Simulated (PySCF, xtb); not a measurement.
CH7ClOSi2, SMILES [Si@H]([SiH2]C)(O)Cl.

xtb 6.7.1 with GFN2-xTB at its own geometry gives an orbital gap of 4.53 eV and a dipole moment of 2.17 D.

Geometry optimised at ωB97X-D3(BJ)/def2-SVP. The structure was generated by enumeration; whether it is a known compound was not checked. Other conformers were not sampled.

**Question.** What does M06-2X/def2-TZVP (PySCF) give? (Estimate from the structure and the level; the computed values follow.)

**Answer.** gap 9.53 eV (levels -9.00 and 0.53 eV), dipole 1.95 D.
